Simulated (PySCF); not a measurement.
C$_{2}$H$_{3}$ClSi (SMILES C#C[SiH2]Cl), singlet, geometry from GFN2-xTB.

Input for PySCF:
```python
from pyscf import gto, scf, dft
from pyscf.prop import polarizability

mol = gto.Mole()
mol.atom = '''
    Si   -0.435180   -0.507243    0.497600
    Cl   -1.171506    0.888676   -0.767482
    C     1.409008   -0.481278    0.373870
    C     2.607392   -0.451704    0.281597
    H    -0.921377   -1.820759    0.083778
    H    -0.825516   -0.159320    1.861252
    H     3.656607   -0.428116    0.202963
'''
mol.basis = 'def2-svp'
mol.charge = 0
mol.spin = 0
mol.verbose = 4
mol.build()

mf = dft.RKS(mol)
mf.xc = 'pbe'
mf.kernel()
alpha = mf.Polarizability().polarizability()[2, 2]
print('alpha_zz =', alpha)
```

Problem. Predict the Mulliken (on the basis functions themselves) charges in atom order from PBE/def2-SVP, polarisability in PySCF.

Solution. Si1 0.45, Cl2 -0.20, C3 0.06, C4 -0.22, H5 -0.05, H6 -0.05, H7 0.00

Problem. Estimate the dipole moment that PBE/def2-SVP, polarisability returns for this input.

Solution. 1.20 D

Problem. Give the nuclear repulsion energy at the level PBE/def2-SVP, polarisability.

Solution. 175.8744 Eh

Problem. Predict the number of basis functions from PBE/def2-SVP, polarisability.

Solution. 79
